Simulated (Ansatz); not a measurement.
Start from `C[O][GeH]([F])[C]#N` and change one atom or group to get `C[NH][GeH]([F])[O]C`.

Ansatz, PBE0-D4/def2-TZVP geometries, multiplicity 1. Each molecule was computed in one conformer, which needn't be the lowest.

Scalar relativity is left out up to krypton.

```
                                        property  `C[O][GeH]([F])[C]#N`
             HOMO energy (B3LYP/def2-TZVPP) / eV                  -8.80
         HOMO–LUMO gap (ωB97M-V/def2-TZVPP) / eV                  12.49
           LUMO energy (ωB97M-V/def2-TZVPP) / eV                   1.02
size of the dipole moment (B3LYP/def2-TZVPP) / D                   4.42
              HOMO energy (PBE0/def2-TZVPP) / eV                  -9.05
               HOMO energy (PBE/def2-TZVPP) / eV                  -7.42
```

Q: What does the change do to each property? (Estimate.)

A: Computed: 
```tsv
property	`C[NH][GeH]([F])[O]C`	shift
HOMO energy (B3LYP/def2-TZVPP) / eV	-6.97	1.83
HOMO–LUMO gap (ωB97M-V/def2-TZVPP) / eV	11.96	-0.53
LUMO energy (ωB97M-V/def2-TZVPP) / eV	2.38	1.36
size of the dipole moment (B3LYP/def2-TZVPP) / D	1.18	-3.24
HOMO energy (PBE0/def2-TZVPP) / eV	-7.21	1.84
HOMO energy (PBE/def2-TZVPP) / eV	-5.77	1.65
```

Dipoles are sizes alone; their direction can turn.

B3LYP here is the variant with VWN-RPA as its local correlation; programs differ in this.
